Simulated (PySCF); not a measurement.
# How methods differ on the ionisation energy of Cu

Cu [Ar] 3d10 4s1 (2S) → Cu⁺ [Ar] 3d10 (1S), as a difference of total energies. Calculation: PySCF 2.14, in x2c-TZVPPall with one added diffuse shell each of s, p, d, f type (7s6p5d3f1g, 80 functions); the spin-free X2C one-electron Hamiltonian (Gaussian nucleus). Correlated levels: valence: [Ar] frozen; valence and next inner shell: [Ne] frozen. The calculations carry no spin-orbit coupling.

| method | ionisation energy (eV) | error (eV) |
| --- | --- | --- |
| UHF | 6.598 | -1.128 |
| LDA | 8.648 | +0.922 |
| PBE | 8.398 | +0.672 |
| PBE0 | 7.991 | +0.265 |
| r2SCAN | 8.273 | +0.547 |
| revPBE | 8.289 | +0.563 |
| PBEsol | 8.395 | +0.669 |
| MN15 | 7.915 | +0.189 |
| M06-2X | 7.813 | +0.087 |
| MP2 (valence) | 7.649 | -0.077 |
| SCS-MP2 (valence) | 7.489 | -0.237 |
| MP2 (valence and next inner shell) | 7.733 | +0.007 |
| SCS-MP2 (valence and next inner shell) | 7.542 | -0.184 |

Reference: 7.726 eV (measured; NIST Atomic Spectra Database, ionization energies).

Errors of the correlated levels include the incompleteness of this basis and the frozen core.
